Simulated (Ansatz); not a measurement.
A nudged elastic band was laid between two geometries of C3H10BNO (16 atoms, charge 0, multiplicity 1).

Computed with RKS B3LYP-D4/def2-SVP (Ansatz 0.2.0).

* movable images: 5
* climbing image: yes
* spring: 5.0 eV/Å²
* optimiser: quadratic models (default)
* start path: through a guess of the saddle point
* force threshold: 0.05 eV/Å
* iteration limit: 60
* end points: relaxed

Initial state:

```xyz
16
Properties=species:S:1:pos:R:3
C -1.748 -0.867 0.880
O -0.861 0.153 0.515
C 0.190 -0.222 -0.377
C 1.272 -1.057 0.322
B 0.783 1.101 -1.030
N 0.234 2.323 -0.674
H -2.548 -0.418 1.488
H -2.211 -1.349 -0.006
H -1.267 -1.663 1.483
H -0.240 -0.835 -1.202
H 2.082 -1.301 -0.384
H 0.881 -2.008 0.719
H 1.710 -0.494 1.162
H 1.700 1.045 -1.818
H -0.536 2.347 -0.010
H 0.537 3.222 -1.025
```

Final state:

```xyz
16
Properties=species:S:1:pos:R:3
C -1.753 -0.864 0.872
O -0.849 0.150 0.535
C 0.198 -0.224 -0.365
C 1.284 -1.055 0.330
B 0.781 1.098 -1.028
N 0.225 2.319 -0.679
H -2.530 -0.425 1.517
H -2.247 -1.293 -0.026
H -1.281 -1.699 1.426
H -0.237 -0.840 -1.185
H 2.083 -1.314 -0.382
H 0.892 -1.997 0.746
H 1.737 -0.484 1.157
H 1.694 1.043 -1.820
H 0.522 3.216 -1.041
H -0.542 2.345 -0.013
```

Q: Which bonds break or form, and what moves?

A: No bond is made or broken. The height of N6 over the plane of its neighbours goes from 0.00 to 0.00 Å.

Q: Give the energies along the band, and the barrier.

A: It converged. The highest image is number 3 of 0 to 6, 1.27 eV above the ends, which have the same energy within 2 meV. The profile has 2 maxima (images 3, 5) with wells between them (image 4): this band takes more than one step, which may be the mechanism or a detour left from its start path. A vibrational analysis at the climbing image gives one clearly imaginary mode, 414i cm⁻¹: a first-order saddle point.

| image | path coordinate (Å) | energy (eV) | height of N6 over the plane of its neighbours (Å) |
| --- | --- | --- | --- |
| 0 | 0.00 | 0.00 | 0.00 |
| 1 | 2.36 | 0.23 | 0.03 |
| 2 | 4.72 | 0.23 | 0.01 |
| 3 | 7.09 | 1.27 | -0.39 |
| 4 | 9.77 | 0.18 | 0.01 |
| 5 | 12.45 | 0.25 | -0.03 |
| 6 | 15.12 | 0.00 | 0.00 |

Q: What is the geometry of the highest image?

A: 
```xyz
16
Properties=species:S:1:pos:R:3
C -1.644 -0.227 0.876
O -0.242 0.000 0.814
C 0.494 -0.549 -0.381
C 1.607 -1.462 0.052
B 0.529 1.023 -0.365
N -0.469 1.804 -1.139
H -2.035 0.351 1.726
H -2.149 0.089 -0.050
H -1.834 -1.299 1.049
H -0.236 -1.017 -1.057
H 2.184 -1.768 -0.837
H 1.237 -2.378 0.543
H 2.296 -0.949 0.740
H 1.489 1.554 0.161
H -0.034 2.635 -1.540
H -1.216 2.171 -0.549
```

The run took 10 min on 2 threads of Arm Neoverse V2 (shared host), peak memory 0.36 GiB.
